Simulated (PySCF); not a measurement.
**C₆ coefficients of unlike pairs at UHF**

Calculated with PySCF 2.14 from the dipole response of each species, C₆(A,B) = (3/π) ∫ α_A(iu) α_B(iu) du, in atomic units, from isotropic polarisabilities. For ions this is the dispersion term alone; charge-induced terms of lower order in 1/R come first.

```tsv
species	configuration	basis	relativity	α (bohr³)	C₆ (like pair)
Bi²⁺	[Xe] 4f14 5d10 6s2 6p1 (2P)	def2-QZVPPD with the def2 core potential (60 electrons) (8s6p5d4f1g)	core potential	17.00	127.6
Ag³⁺	[Kr] 4d8 (3F)	aug-cc-pVTZ-PP with ECP28MDF (6s6p5d3f2g)	core potential	3.749	16.63
Pd	[Kr] 4d10 (1S)	aug-cc-pVTZ-PP with one added diffuse shell each of s, p, d, f, g type with ECP28MDF (7s7p6d4f3g)	core potential	21.06	146.7
Be²⁺	1s2 (1S)	aug-cc-pCVDZ (5s4p2d)	none	0.03078	0.004794
```

(1) Estimate C₆ for Pd with Ag³⁺.

No spin-orbit coupling is included.

The other pairs:

```tsv
pair	C₆
Be²⁺, Ag³⁺	0.2286
Be²⁺, Bi²⁺	0.5011
Ag³⁺, Bi²⁺	42.77
Pd, Bi²⁺	136.3
Be²⁺, Pd	0.5064
```

Results:

(1) The integral gives 44.64. The combination rule 2 C_A C_B / (C_A α_B/α_A + C_B α_A/α_B) gives 40.81 and the geometric mean 49.39.
